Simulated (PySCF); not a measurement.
Species: C6H7, net charge -1, singlet state. It need not be the lowest isomer of its formula. Whether it binds its extra electron was not tested at this geometry. SMILES: [CH-]1CC2=C1CC2
Structure (B3LYP-D3(BJ)/def2-TZVP (Ansatz) minimum search):
```xyz
13

C      1.4443    -0.5366    -0.2740
C      1.3690     0.9087     0.2306
C     -0.0997     0.5490     0.7456
C      0.1407    -0.7293     0.1591
C     -1.2863    -0.9597    -0.3222
C     -1.3729     0.6077    -0.1847
H      2.2602    -1.1828    -0.5888
H      1.2980     1.6338    -0.5891
H      2.1029     1.2883     0.9614
H     -1.4309    -1.3794    -1.3223
H     -1.9249    -1.4894     0.3913
H     -1.1686     1.0440    -1.1783
H     -2.3066     1.0460     0.1993
```
Charge -1, spin multiplicity 1.

Dispersion corrections to the total energy (kcal/mol) from the dftd3 and dftd4 libraries through PySCF: D3(BJ) without and D4 with the three-body term, each with the damping fitted for the functional named.

| functional | D3(BJ) | D4 |
|---|---|---|
| BHLYP | -8.56 | -8.44 |
| CAM-B3LYP | -4.88 | [?] |
| PBE | [?] | -7.64 |
| BLYP | -13.76 | -17.19 |
| revPBE | [?] | -26.33 |
| B2GP-PLYP | -3.73 | -3.17 |
| B3LYP | -11.18 | -12.20 |

### Question
What belongs in the gaps?

### Answer

- CAM-B3LYP, D4: -6.35
- PBE, D3(BJ): -6.56
- revPBE, D3(BJ): -16.93
